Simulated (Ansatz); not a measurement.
## SiSe (SMILES [Si][Se]): the energy, rung by rung

SiSe: 2 atoms, total charge 0, spin state singlet. As SMILES, `[Si][Se]`. The coordinates come from a PBE0-D4/def2-TZVP relaxation.

```
atom   x (Å)   y (Å)   z (Å)
  Si  0.0000  0.0000  0.0314
  Se  0.0000  0.0000  2.0931
```

Quantity: the energy change with the Si1–Se2 bond stretched from 2.062 to 5.311 Å, in eV. The values are calculated.

```csv
level,kind,program,value (eV),less FCI/STO-3G
PBE/STO-3G (restricted),GGA,Ansatz,9.12,+2.84
revPBE/STO-3G (restricted),GGA,Ansatz,8.95,+2.67
B3LYP/STO-3G (restricted),global hybrid,Ansatz,9.98,+3.70
BHLYP/STO-3G (restricted),global hybrid,Ansatz,9.86,+3.58
wB97M-V/STO-3G (restricted),range-separated hybrid,Ansatz,10.25,+3.97
wB97X/STO-3G (restricted),range-separated hybrid,Ansatz,10.23,+3.95
RPA@PBE/STO-3G (restricted),RPA,Ansatz,4.35,-1.93
CCSD(T)/STO-3G (unrestricted),coupled cluster or CI,Ansatz,6.26,-0.02
FCI/STO-3G,exact in the basis,Ansatz,6.28,0.00
```

FCI/STO-3G is exact within its basis and frozen core, so for wave-function methods in that basis the difference is their error; functionals converge differently with the basis, so for them it is only a difference. All-electron rows without a relativistic Hamiltonian named are non-relativistic. The first shape isn't each level's own minimum. The values span 4.35 to 10.25 eV. Spin contamination of the reference (⟨S²⟩ at least 0.1 too high) touches CCSD(T)/STO-3G. All rows use very small basis sets, so none should be taken for the real molecule's value. In the correlated wave-function rows the outer d shell of Se is correlated, in sets not made for it.
